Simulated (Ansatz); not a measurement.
A made-up structure of MgHTeI, closed shell:

```csv
atom,x (Å),y (Å),z (Å)
Te1,-2.0065,0.0683,0.0716
Mg2,3.0331,-0.7838,0.7161
I3,0.5509,-0.3584,0.3917
H4,-1.5775,1.0739,-1.1794
```

It is relaxed with PBE-D4/def2-SVP and then PBE0-D4/def2-TZVP (Ansatz 0.2.0). Atoms count as bonded within 1.22 times the sum of their covalent radii (H–H: 0.88 Å). The end point is not checked to be a true minimum.

**Question.** Does its bonding change? (Judge from chemistry; the calculation decides.)

**Answer.** The calculation gives: No: no bond forms or breaks.

Where it ends: The first stage lowers the energy by 0.74 eV in 6 steps. It ends as MgHTeI ([Mg][I][TeH]):
```xyz
4
angstrom
Te -2.1748 0.1295 0.0105
Mg 3.3892 -0.8854 0.8117
I 0.6092 -0.3919 0.4278
H -1.8236 1.1478 -1.2500
```

Labels in which every atom is bracketed show which atoms are joined, not bond orders.

For scale, one of the runs: PBE0-D4/def2-TZVP relaxation, 138 basis functions, launched by `ansatz run in.yaml --threads 2 --pin off --events-out ev --progress --plain --max-ram 4352MiB`. The run took about 28 s on 2 CPU threads of an Arm Neoverse V1 (shared host).
